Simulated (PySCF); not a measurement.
Ge(OMe)(SiH3) (CH6GeOSi), SMILES C[O][Ge][SiH3] (connectivity only; charge and spin as stated), neutral, multiplicity 1. Atoms are numbered in the order given.

```xyz
10

Ge     0.9456     0.1552     0.0000
O     -0.2085     1.5236     0.0000
C     -1.6126     1.5990     0.0000
H     -2.0968     0.6052     0.0000
H     -1.9559     2.1510     0.8922
H     -1.9559     2.1510    -0.8922
Si    -0.6996    -1.7845     0.0000
H     -1.5915    -1.8023    -1.2059
H     -1.5915    -1.8023     1.2059
H      0.0698    -3.0696     0.0000
```

Coordinates come from a B3LYP-D3(BJ)/def2-SVP optimisation. The structure was generated by enumeration; whether it is a known compound was not checked. Other conformers were not sampled.

The numbers are results of r2SCAN/def2-TZVP (PySCF), not measurements.

The total energy is -2483.36952 hartree, the point group is Cs and the highest occupied level is -5.54 eV. The lowest empty level comes out as -3.28 eV, the orbital gap is 2.26 eV and the dipole moment is 0.73 D. The quadrupole, principal values (traceless, Buckingham form, about the centre of nuclear charge) is -8.74, 3.77, 4.97 D·Å and the mean static polarisability is 83.6 bohr³ (12.38 Å³). The polarisability, principal values is 62.1, 87.0, 101.7 bohr³.
